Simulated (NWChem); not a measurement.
# C₂H₂Br₂; SMILES Br/C=C\Br

Computed with NWChem. Coordinates come from a B3LYP/6-31G* (spherical d) optimisation. Level: PBE/def2-SVP with SMD (1 M gas to 1 M solution), gas-phase geometry.

For solvent toluene:

| Quantity | Value |
|---|---|
| solvation free energy (kcal/mol) | -4.9 |
| cavity-dispersion-structure term (kcal/mol) | -3.6 |
| dipole in solution (D) | 1.75 |

**Question.** How do the values read with solvent dimethyl sulfoxide instead?

**Answer.** 
| Item | Result |
|---|---|
| solvation free energy (kcal/mol) | -3.7 |
| cavity-dispersion-structure term (kcal/mol) | -1.3 |
| dipole in solution (D) | 2.03 |
